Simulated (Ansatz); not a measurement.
`[SiH3][SiH2]B[SeH]`, relaxed with RKS PBE-D4/def2-SVP in Ansatz from a rough embedded geometry. The force threshold is 0.03 eV/Å; the program also tests the step.

The species carries charge 0 and has multiplicity 1.

Start:

```xyz
11

Si    0.529    1.094   -1.354
Si    0.806    0.037    0.520
B    -0.529   -1.346    0.623
Se   -2.468   -0.993    0.601
H    -0.831    1.714   -1.446
H     1.545    2.216   -1.505
H     0.717    0.185   -2.526
H     0.640    0.920    1.631
H     2.201   -0.555    0.570
H    -0.153   -2.504    0.738
H    -2.456   -0.767    2.148
```

Problem. How much energy does the relaxation release, and in how many steps? (Estimate.)

Solution. Ansatz gave: 33.04 kcal/mol, in 9 steps.

Problem. Which bonds change most? (Best estimate.)

Solution. The calculation gave: Si1–Si2 from 2.170 to 2.363 Å; Si2–H8 from 1.429 to 1.510 Å; Si2–B3 from 1.925 to 2.001 Å; Se4–H11 from 1.563 to 1.491 Å.

Problem. Give the relaxed structure. (Best estimate.)

Solution. Computed: 
```xyz
11

Si    0.527    1.101   -1.381
Si    0.795   -0.035    0.673
B    -0.521   -1.541    0.601
Se   -2.330   -1.400    1.202
H    -0.885    1.621   -1.471
H     1.478    2.262   -1.509
H     0.759    0.157   -2.531
H     0.491    0.947    1.778
H     2.230   -0.479    0.797
H    -0.282   -2.610    0.072
H    -2.262   -0.022    1.768
```
